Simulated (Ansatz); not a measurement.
The cluster Al4H⁺. The state is a triplet with charge 1. Geometry PBE0-D4/def2-SVP, that of the neutral doublet; atoms count from 1.

```csv
atom,x (Å),y (Å),z (Å)
Al1,-0.589,-0.602,-1.774
Al2,0.567,0.498,1.813
Al3,1.521,-0.787,-0.248
Al4,-1.653,0.148,0.487
H5,0.155,0.744,-0.278
```

In the triplet geometry the species has come apart into loosely held pieces. The structure comes from a short search, and lower isomers may exist.

Problem. Estimate the Mulliken populations from the PBE0/def2-TZVP orbitals of Ansatz.

Solution. 
```csv
atom,charge (e),spin (α − β)
Al1,0.28,0.37
Al2,0.28,0.37
Al3,0.23,0.63
Al4,0.23,0.63
H5,-0.02,-0.01
```
Mulliken values and Mayer orders depend strongly on the basis.

Problem. Where does the spin sit?

Solution. Summed by element: Al 2.01, H -0.01, of 2 unpaired in all. Largest on single atoms: Al3 0.63, Al4 0.63, Al1 0.37.

Problem. And the Mayer bond orders between bonded heavy atoms (over 0.3)?

Solution. Al1–Al3 0.63 (2.61 Å); Al1–Al4 0.63 (2.61 Å); Al2–Al3 0.63 (2.61 Å); Al2–Al4 0.63 (2.61 Å). Values over 0.3 also appear between atoms too far apart for a bond (Al1–Al2 0.37 at 3.93 Å; Al3–Al4 0.43 at 3.39 Å); they arise where an orbital or an unpaired electron spreads over both atoms.
